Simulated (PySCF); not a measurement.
Input for PySCF: R-B3LYP/3-21G on C2H7Ga (SMILES C[CH2][GaH2]), a point of a torsion scan.

```python
from pyscf import gto, scf, dft, mp
from pyscf.data.elements import chemcore

mol = gto.M(
    atom='''
    C    -1.01809497    0.48698954    0.30795393
    C    -0.40091321   -0.70040326   -0.44959444
    Ga    1.63363731   -0.56596335   -0.44773417
    H    -2.10558568    0.48273610    0.22701113
    H    -0.65091544    1.43159784   -0.10100969
    H    -0.75176927    0.45246617    1.36580450
    H    -0.78543190   -0.70289821   -1.47796662
    H    -0.72308101   -1.64435789    0.00987679
    H     2.39966039    0.67126898   -1.08093059
    H     2.63085755   -1.63726953    0.16548112
    ''',
    basis='3-21g',
    charge=0, spin=0, verbose=3, max_memory=1800)
mf = dft.RKS(mol, xc='b3lyp')
mf.conv_tol = 1e-8
mf.max_cycle = 100
mf.kernel()
if not mf.converged:
    mf = mf.newton().run(mf.mo_coeff, mf.mo_occ)
```

Problem. Predict the final total energy.

Solution. -1995.4175 hartree.
